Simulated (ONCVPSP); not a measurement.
## What the settings do to the ONCV potential of palladium

Base potential:

| Item | Value |
| --- | --- |
| Element | palladium |
| Generator | ONCVPSP 4.0.1 |
| Type | optimised norm-conserving Vanderbilt (ONCV) |
| Functional | PBEsol |
| Relativity | fully relativistic |
| Frozen core | [Ar] 3d10 |
| Valence charge | 18 |
| Reference configuration | 4s2 4p6 4d10 |
| Partial waves | 4s: rc 1.40 bohr, ncon 4, nbas 7, qcut 10.1 1/bohr, 2 projectors, debl 2.5 Ha; 4p: rc 1.60 bohr, ncon 5, nbas 9, qcut 8.4 1/bohr, 2 projectors, debl 3.9 Ha; 4d: rc 1.45 bohr, ncon 3, nbas 6, qcut 6.5 1/bohr, 2 projectors, debl 1.6 Ha |
| Local potential | polynomial inside 0.95 bohr (lpopt 5, dvloc0 6 Ha) |
| Core correction | Teter function, fcfact 4.5, rcfact 1.65 |

Open shells are filled in proportion to 2j + 1.

In the s channel the program set the typed energies aside and used -3.131, 0.250 Ha.

All-electron outer shells of the reference configuration (PBEsol, scalar-relativistic, ld1.x):

| shell | level (eV) | outermost node (bohr) | outermost maximum (bohr) |
| --- | --- | --- | --- |
| 4s | -85.25 | 0.45 | 0.85 |
| 4p | -51.14 | 0.46 | 0.91 |
| 4d | -4.05 | 0.45 | 1.10 |

Cutoffs, loose and tight: the cutoffs (Ha) at which the residual kinetic energy of the hardest occupied pseudo-wave falls to 1 and 0.1 mHa per electron. They do not see the model core or the augmentation charge, which bear on the density cutoff. Test errors are all-electron minus pseudo excitation energies from the reference, over the configurations 4s2 4p6 4d9; 4s2 4p6 4d8; 4s2 4p6 4d7; 4s1 4p6 4d10. A dash means not determined; rows that change the core or the reference have their own tests. The largest error is taken over the tests solved by every variant that gives reliable tests at all: 4s1 4p6 4d10; 4s2 4p6 4d8; 4s2 4p6 4d9.

A true bound ghost makes a file unfit for plane-wave use even where its test errors are small: the radial tests pick states by their node count and pass the ghost by.

```csv
change,outcome,"cutoff, loose","cutoff, tight",bound ghosts,GHOST(+) flags above zero,largest test error (meV)
base,"generated, projector energies reset by the program",39 Ha,79 Ha,none,s,-105
p: qcut 7,"generated, projector energies reset by the program",39 Ha,79 Ha,none,s,-103
functional LDA (Perdew-Wang 92),"generated, projector energies reset by the program",39 Ha,80 Ha,none,s,-103
"d: ncon 5, nbas 8","generated, projector energies reset by the program",73 Ha,99 Ha,d3/2,"s, d5/2",-69
s: nproj 1,generated,39 Ha,79 Ha,none,none,-102
core correction none,"generated, projector energies reset by the program",39 Ha,79 Ha,none,s,-87
scalar-relativistic,"generated, projector energies reset by the program",37 Ha,72 Ha,none,s,-139
"local potential polynomial inside 0.95 bohr (lpopt 5, dvloc0 9 Ha)","generated, projector energies reset by the program",39 Ha,79 Ha,none,s,-105
"all radii but the core radius scaled by about 1.16 (s 1.62, p 1.86, d 1.68 bohr); local potential polynomial inside 1.10 bohr (lpopt 5, dvloc0 6 Ha)","generated, projector energies reset by the program",30 Ha,48 Ha,none,none,-212
```

Task: What comes out with this change to the base: reference 4s2 4p6 4d7?

Result: outcome: generated, projector energies reset by the program; cutoff, loose: 52 Ha; cutoff, tight: 87 Ha; bound ghosts: none; GHOST(+) flags above zero: s; largest test error (meV): +19 over the solved tests; 1 of 4 tests not solved or not reliable.
